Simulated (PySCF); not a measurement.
Isomers of C10H11N, from PBE0-D3(BJ)/def2-SVP geometry optimisation, gas phase in PySCF. One conformer each, no zero-point energy, no frequencies.

Problem. Which isomer lies lower at this level?
A. `[CH3:1]/[N:2]=[CH:3]/[C@:4]12[C@H:5]3[C@@H:6]4[C@@H:7]5[C@H:8]3[C@H:9]1[C@@H:10]5[C@H:11]24` with N2–C3–C4–C5 -1°: A = 3159, B = 785.2, C = 775.6 MHz, dipole 1.17 D
B. `C#CC1=CC=C(N(C)C)C=C1`: A = 3486, B = 578.9, C = 499.6 MHz, dipole 3.62 D

Solution. B. That is `C#Cc1ccc(N(C)C)cc1`, 72.7 kcal/mol below the other.

```csv
SMILES,mapped SMILES,E (Eh),relative (kcal/mol),relative (kJ/mol),dipole (D)
C#Cc1ccc(N(C)C)cc1,[CH:1]#[C:2][c:3]1[cH:4][cH:5][c:6]([N:7]([CH3:8])[CH3:9])[cH:10][cH:11]1,-441.53912,0.0,0.0,3.62
C/N=C/[C@]12[C@H]3[C@@H]4C5[C@H]3[C@H]1[C@@H]5[C@@H]42,[CH3:1]/[N:2]=[CH:3]/[C@:4]12[C@H:5]3[C@@H:6]4[C@@H:7]5[C@H:8]3[C@H:9]1[C@@H:10]5[C@H:11]24,-441.42323,72.7,304.3,1.17
```

As drawn, the lower has an aromatic ring and a C≡C bond, which the higher lacks; the higher has a four-membered ring, a C=N bond and a quaternary carbon, which the lower lacks.
